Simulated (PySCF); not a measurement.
V (SMILES [V]), quartet (typed; the unrestricted solution is spin-contaminated); TPSS/aug-cc-pVDZ run with PySCF.

The PySCF input:
```python
from pyscf import gto, scf, dft

mol = gto.M(
    atom='''
V     0.00000000    0.00000000    0.00000000
''',
    basis='aug-cc-pvdz',
    spin=3,
    verbose=4,
)

mf = dft.UKS(mol)
mf.xc = 'tpss'
mf.kernel()
```

Q: What does PySCF print? Leave out banner, timings and long lists.

A: 
```
PySCF version 2.14.0

[INPUT] verbose = 4
[INPUT] num. atoms = 1
[INPUT] num. electrons = 23
[INPUT] charge = 0
[INPUT] spin (= nelec alpha-beta = 2S) = 3
[INPUT] symmetry False subgroup None
[INPUT] Mole.unit = angstrom
[INPUT] Symbol           X                Y                Z      unit          X                Y                Z       unit  Magmom
[INPUT]  1 V      0.000000000000   0.000000000000   0.000000000000 AA    0.000000000000   0.000000000000   0.000000000000 Bohr   0.0

nuclear repulsion = 0
number of shells = 11
number of NR pGTOs = 138
number of NR cGTOs = 59
basis = aug-cc-pvdz
ecp = {}

******** <class 'pyscf.dft.uks.UKS'> ********
method = UKS
initial guess = minao
damping factor = 0
level_shift factor = 0
DIIS = <class 'pyscf.scf.diis.CDIIS'>
diis_start_cycle = 1
diis_space = 8
diis_damp = 0
SCF conv_tol = 1e-09
SCF conv_tol_grad = None
SCF max_cycles = 50
direct_scf = True
direct_scf_tol = 1e-13
number electrons alpha = 13  beta = 10
XC library pyscf.dft.libxc version 7.1.2
    S. Lehtola, C. Steigemann, M. J. T. Oliveira, and M. A. L. Marques,  SoftwareX 7, 1–5 (2018)
XC functionals = tpss
    J. Tao, J. P. Perdew, V. N. Staroverov, and G. E. Scuseria,  Phys. Rev. Lett. 91, 146401 (2003)
    J. P. Perdew, J. Tao, V. N. Staroverov, and G. E. Scuseria,  J. Chem. Phys. 120, 6898 (2004)
    J. Tao, J. P. Perdew, V. N. Staroverov, and G. E. Scuseria,  Phys. Rev. Lett. 91, 146401 (2003)
    J. P. Perdew, J. Tao, V. N. Staroverov, and G. E. Scuseria,  J. Chem. Phys. 120, 6898 (2004)
radial grids:
    Treutler-Ahlrichs [JCP 102, 346 (1995); DOI:10.1063/1.469408] (M4) radial grids

becke partition: Becke, JCP 88, 2547 (1988); DOI:10.1063/1.454033
pruning grids: <function nwchem_prune>
grids dens level: 3
symmetrized grids: False
atomic radii adjust function: <function treutler_atomic_radii_adjust>
small_rho_cutoff = 0
Set gradient conv threshold to 3.16228e-05
tot grids = 20904
init E= -943.717980985842

cycle= 1 E= -943.296152392861  delta_E= 0.422  |g|= 0.96  |ddm|=  2.5
cycle= 2 E= -939.338151573389  delta_E= 3.96  |g|= 2.15  |ddm|= 6.78
cycle= 3 E= -943.819780376316  delta_E= -4.48  |g|= 0.407  |ddm|= 5.72
cycle= 4 E= -943.876028001488  delta_E= -0.0562  |g|= 0.246  |ddm|= 1.83
cycle= 5 E= -943.910745034397  delta_E= -0.0347  |g|= 0.104  |ddm|= 0.631
cycle= 6 E= -943.753648167771  delta_E= 0.157  |g|= 0.499  |ddm|= 1.25
cycle= 7 E= -943.879205319277  delta_E= -0.126  |g|= 0.264  |ddm|= 0.511
cycle= 8 E= -943.898476178446  delta_E= -0.0193  |g|= 0.202  |ddm|= 0.145
cycle= 9 E= -943.923042168198  delta_E= -0.0246  |g|= 0.0786  |ddm|= 0.303
cycle= 10 E= -943.92762186017  delta_E= -0.00458  |g|= 0.0114  |ddm|= 0.185
cycle= 11 E= -943.92790856285  delta_E= -0.000287  |g|= 0.00425  |ddm|= 0.0754
cycle= 12 E= -943.927932496786  delta_E= -2.39e-05  |g|= 0.00531  |ddm|= 0.0313
cycle= 13 E= -943.927956161453  delta_E= -2.37e-05  |g|= 0.00185  |ddm|= 0.0142
cycle= 14 E= -943.927962344832  delta_E= -6.18e-06  |g|= 0.00123  |ddm|= 0.0119
cycle= 15 E= -943.927964398437  delta_E= -2.05e-06  |g|= 0.000583  |ddm|= 0.00399
cycle= 16 E= -943.927967121943  delta_E= -2.72e-06  |g|= 0.000212  |ddm|= 0.0113
cycle= 17 E= -943.92796776614  delta_E= -6.44e-07  |g|= 0.000152  |ddm|= 0.00718
cycle= 18 E= -943.927967857555  delta_E= -9.14e-08  |g|= 9.65e-05  |ddm|= 0.0014
cycle= 19 E= -943.92796795157  delta_E= -9.4e-08  |g|= 8.16e-05  |ddm|= 0.00168
cycle= 20 E= -943.927968046608  delta_E= -9.5e-08  |g|= 6.28e-05  |ddm|= 0.00164
cycle= 21 E= -943.927968130245  delta_E= -8.36e-08  |g|= 6.17e-05  |ddm|= 0.00148
cycle= 22 E= -943.92796840082  delta_E= -2.71e-07  |g|= 6.15e-05  |ddm|= 0.00485
cycle= 23 E= -943.927968422415  delta_E= -2.16e-08  |g|= 6.16e-05  |ddm|= 0.000387
cycle= 24 E= -943.927968973964  delta_E= -5.52e-07  |g|= 6.1e-05  |ddm|= 0.00994
cycle= 25 E= -943.927969245293  delta_E= -2.71e-07  |g|= 6.04e-05  |ddm|= 0.00493
cycle= 26 E= -943.927970860207  delta_E= -1.61e-06  |g|= 7.65e-05  |ddm|= 0.0302
cycle= 27 E= -943.927970982054  delta_E= -1.22e-07  |g|= 5.95e-05  |ddm|= 0.00232
cycle= 28 E= -943.927973384439  delta_E= -2.4e-06  |g|= 0.000226  |ddm|= 0.0508
cycle= 29 E= -943.927971264967  delta_E= 2.12e-06  |g|= 0.000297  |ddm|= 0.0437
cycle= 30 E= -943.927974638343  delta_E= -3.37e-06  |g|= 0.000201  |ddm|= 0.0731
cycle= 31 E= -943.927975711942  delta_E= -1.07e-06  |g|= 0.0014  |ddm|= 0.104
cycle= 32 E= -943.927976340594  delta_E= -6.29e-07  |g|= 0.000507  |ddm|= 0.0488
cycle= 33 E= -943.927974720002  delta_E= 1.62e-06  |g|= 0.000245  |ddm|= 0.0529
cycle= 34 E= -943.92797691928  delta_E= -2.2e-06  |g|= 0.00121  |ddm|= 0.131
cycle= 35 E= -943.927977517294  delta_E= -5.98e-07  |g|= 0.000836  |ddm|= 0.0147
cycle= 36 E= -943.927978065799  delta_E= -5.49e-07  |g|= 0.000558  |ddm|= 0.00557
cycle= 37 E= -943.927978262959  delta_E= -1.97e-07  |g|= 0.000813  |ddm|= 0.0322
cycle= 38 E= -943.927978695764  delta_E= -4.33e-07  |g|= 4.39e-05  |ddm|= 0.0186
cycle= 39 E= -943.927979166738  delta_E= -4.71e-07  |g|= 0.000228  |ddm|= 0.0326
cycle= 40 E= -943.927979114792  delta_E= 5.19e-08  |g|= 3.23e-05  |ddm|= 0.00774
cycle= 41 E= -943.927979460433  delta_E= -3.46e-07  |g|= 0.000291  |ddm|= 0.0358
cycle= 42 E= -943.927979376333  delta_E= 8.41e-08  |g|= 9.55e-05  |ddm|= 0.0158
cycle= 43 E= -943.927979474975  delta_E= -9.86e-08  |g|= 0.000254  |ddm|= 0.0149
cycle= 44 E= -943.927979525947  delta_E= -5.1e-08  |g|= 9.3e-05  |ddm|= 0.00186
cycle= 45 E= -943.927979704194  delta_E= -1.78e-07  |g|= 2.7e-05  |ddm|= 0.0193
cycle= 46 E= -943.927979790293  delta_E= -8.61e-08  |g|= 4.42e-05  |ddm|= 0.0139
cycle= 47 E= -943.927979826031  delta_E= -3.57e-08  |g|= 9.91e-05  |ddm|= 0.00974
cycle= 48 E= -943.92797986678  delta_E= -4.07e-08  |g|= 3.5e-05  |ddm|= 0.0104
cycle= 49 E= -943.927979880559  delta_E= -1.38e-08  |g|= 1.15e-05  |ddm|= 0.00847
cycle= 50 E= -943.927979878766  delta_E= 1.79e-09  |g|= 1.8e-05  |ddm|= 0.00198
SCF not converged.
SCF energy = -943.927979878766 after 50 cycles  <S^2> = 4.2909321  2S+1 = 4.2618926
```

Convergence was not reached.
